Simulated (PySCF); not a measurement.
FTeN was optimised in PySCF in the def2-TZVP basis family (density fitting, no spin–orbit coupling) with several functionals.

One of them gave a singlet of Cs symmetry with a mean bond of 1.834 Å to Te, wavenumbers 275, 654, 911 cm⁻¹ and a HOMO–LUMO gap of 11.27 eV.

Task: Which level of theory was it?
A. PBE0
B. HF
C. PBE

Result: B. That is HF, with Te–F 1.879 Å, Te–N 1.789 Å. The others give PBE0 1.864 Å and 967 cm⁻¹ for the highest mode; PBE 1.901 Å and 912 cm⁻¹ for the highest mode.

Each species is the lowest minimum found with this bonding; other isomers or fragments can lie lower.
